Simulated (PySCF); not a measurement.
Computed Raman spectrum (relative Raman activity) of a molecule C3H6FNSi. Geometry optimised at B3LYP-D3(BJ)/def2-SVP. Other conformers were not sampled. These are PySCF with B3LYP-D3(BJ)/def2-SVP values and carry that method's errors. Frequencies are harmonic and unscaled.

Lines under 2 % of the strongest are left out, and lines within 2 cm⁻¹ are merged.

| ν (cm⁻¹) | relative intensity |
|---|---|
| 532 | 7.7 |
| 663 | 3.2 |
| 795 | 8.8 |
| 856 | 3.0 |
| 918 | 4.9 |
| 930 | 9.1 |
| 953 | 6.8 |
| 972 | 3.6 |
| 1081 | 15 |
| 1104 | 4.7 |
| 1222 | 3.7 |
| 1362 | 3.7 |
| 1453 | 8.8 |
| 1615 | 23 |
| 2268 | 100 |
| 2276 | 43 |
| 3047 | 89 |
| 3110 | 58 |
| 3203 | 62 |
| 3280 | 91 |

**Question.** Identify the compound among the candidates.
(A) FC=C=CN[SiH3]
(B) C[Si@@H](F)CC#N
(C) C#C[Si@H](F)CN
(D) F[SiH2]N1C=CC1

**Answer.** D, F[SiH2]N1C=CC1
